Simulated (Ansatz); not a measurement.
Ansatz (a quantum-chemistry and plane-wave program) input (CCSD(T)/aug-cc-pVDZ):

Ansatz 0.2 input:
```yaml
crystal:
  periodic: [false, false, false]
  atoms:
    - {symbol: O, position_ang: [-1.18193909, 0.12419927, 0.04166053]}
    - {symbol: C, position_ang: [0.00451258, -0.48234218, -0.21664706]}
    - {symbol: O, position_ang: [1.07859303, 0.30309383, 0.15369257]}
    - {symbol: H, position_ang: [-1.09182934, 1.06589480, -0.15697551]}
    - {symbol: H, position_ang: [0.00945295, -1.51938819, 0.11899586]}
    - {symbol: H, position_ang: [1.88206938, -0.07079834, -0.22496291]}
basis:
  gaussian:
    orbitals: aug-cc-pVDZ
magnetization: {spin_polarized: true, initial_magnetization: 1}
correlation: {method: ccsd_t, electrons: outside_noble_gas}
output: {forces: true}
```

End of the output:

```
integrals: 0.18 GiB planned
927 factors; integrals over basis functions are off by at most 6.9e-4 eV
mean field: 0.24 GiB planned
mean field evaluation 1: about -5148.7381 eV, gradient 2.6e1 eV
mean field evaluation 2: about -5148.7386 eV, gradient 2.6e1 eV
mean field evaluation 4: about -5151.5178 eV, gradient 2.8e0 eV
mean field evaluation 8: about -5151.6064 eV, gradient 2.1e-1 eV
mean field evaluation 16: about -5151.5911 eV, gradient 8.4e-1 eV
mean field -5151.60736101 eV, -189.3180786323 hartree, gradient 2.6e-6 eV, S^2 0.757956; 0 other end points of the search recorded, 0 dependent functions left out
3 core orbitals not correlated
reference -5151.60736101 eV, -189.3180786323 hartree; 10, 9 occupied and 83, 84 virtual orbitals, 927 factors
densities: 1.18 GiB planned
second order -14.22978863 eV of doubles, -0.00000000 eV of singles
coupled cluster: 0.77 GiB planned
cycle   1  -14.34785276 eV  change   -1.2e-1 eV  update   9.1e-2
cycle   2  -14.70211918 eV  change   -3.5e-1 eV  update   2.7e-2
cycle   3  -14.80699078 eV  change   -1.0e-1 eV  update   1.7e-2
cycle   4  -14.80235709 eV  change    4.6e-3 eV  update   5.7e-3
cycle   5  -14.80061161 eV  change    1.7e-3 eV  update   2.8e-3
cycle   6  -14.80180978 eV  change   -1.2e-3 eV  update   1.1e-3
cycle   7  -14.80178810 eV  change    2.2e-5 eV  update   5.2e-4
cycle   8  -14.80173371 eV  change    5.4e-5 eV  update   2.4e-4
cycle   9  -14.80180427 eV  change   -7.1e-5 eV  update   1.3e-4
cycle  10  -14.80177122 eV  change    3.3e-5 eV  update   5.6e-5
cycle  11  -14.80177690 eV  change   -5.7e-6 eV  update   2.6e-5
cycle  12  -14.80178988 eV  change   -1.3e-5 eV  update   1.2e-5
cycle  13  -14.80179253 eV  change   -2.6e-6 eV  update   4.8e-6
cycle  14  -14.80179451 eV  change   -2.0e-6 eV  update   2.1e-6
perturbative correction -0.44652790 eV, -0.0164095975 hartree
the calculation of the forces begins
Total energy: -5166.85568342 eV, -189.8784441450 hartree
Atom 0 at    -1.181939     0.124199     0.041661 Å, force    -0.667734     0.154197     0.222623 eV/Å
Atom 1 at     0.004513    -0.482342    -0.216647 Å, force     0.181397    -0.274305    -0.490788 eV/Å
Atom 2 at     1.078593     0.303094     0.153693 Å, force     0.318194     0.501423     0.282961 eV/Å
Atom 3 at    -1.091829     1.065895    -0.156976 Å, force     0.062913     0.131059    -0.058006 eV/Å
Atom 4 at     0.009453    -1.519388     0.118996 Å, force    -0.011315    -0.401625     0.128254 eV/Å
Atom 5 at     1.882069    -0.070798    -0.224963 Å, force     0.116545    -0.110749    -0.085044 eV/Å
Dipole moment:     0.292609    -0.001838    -0.123063 e Å
```

It need not be the lowest isomer of its formula.
